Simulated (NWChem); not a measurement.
System: C2H5FSi2; SMILES C#C[Si@@H](F)[SiH3]

Here is an NWChem input.

```
start job
memory heap 200 mb stack 900 mb global 1100 mb
geometry units angstroms noautoz
  C      1.091831    -2.596009     0.252582
  C      0.414606    -1.622499    -0.022936
  Si    -0.533955    -0.111604    -0.428618
  F     -1.908970    -0.102309     0.446965
  Si     0.729956     1.779931     0.133752
  H      1.684988    -3.460755     0.494892
  H     -0.919271    -0.153799    -1.866693
  H     -0.037590     3.026203    -0.168208
  H      1.069930     1.745110     1.587605
  H      1.989815     1.773608    -0.671296
end
basis spherical
  C library 3-21g
  Si library 3-21g
  F library 3-21g
  H library 3-21g
end
dft
  xc hfexch
  iterations 150
  mulliken
end
task dft energy
```

Coordinates come from a PBE0/def2-SVP optimisation.

**Question.** What results follow from this input? (Hartree-Fock/3-21G.) Quantities: basis functions; energy (Ha); highest occupied level (eV); orbital gap (eV); dipole (D).

**Answer.** 
```json
{
  "number_of_basis_functions": "63",
  "energy (Ha)": "-751.91",
  "highest occupied level (eV)": "-10.65",
  "orbital gap (eV)": "13.47",
  "dipole (D)": "2.27"
}
```
